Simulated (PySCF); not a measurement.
Ge(H)2(Cl)(OMe) (CH₅ClGeO), SMILES C[O][GeH2][Cl].

The structure is a stationary point at PBE-D3(BJ)/def2-SVP. The structure was generated by enumeration, and PubChem lists no compound with its InChIKey, so it may never have been made. One conformer was computed; it need not be the lowest.

Two levels are set side by side: TDA-PBE/def2-SVPD (PySCF) and TDA-PBE0/def2-SVPD (PySCF). Vertical, same geometry. The lowest singlet is HOMO→LUMO 95 % with PBE and HOMO→LUMO 87 % with the other functional; states are paired by order. Differences are taken from unrounded values.

```csv
quantity,TDA-PBE0
lowest singlet excitation (eV),6.60
lowest triplet excitation (TDA) (eV),6.15
```

Problem. What does TDA-PBE give, and how far is it from TDA-PBE0? (An estimate is asked for; the answer gives what the named calculation found.)

Solution. 
```json
[
 {"quantity": "lowest singlet excitation (eV)", "TDA-PBE": "5.55", "TDA-PBE minus TDA-PBE0": "-1.06"},
 {"quantity": "lowest triplet excitation (TDA) (eV)", "TDA-PBE": "5.26", "TDA-PBE minus TDA-PBE0": "-0.90"}
]
```

Functionals without exact exchange tend to place singlet excitations lower, as here. Differences between two approximate levels are no errors against the true value.

Rough cost on one machine, each run with all the roots and properties that it gave: TDA-PBE0 against TDA-PBE about 2 times.
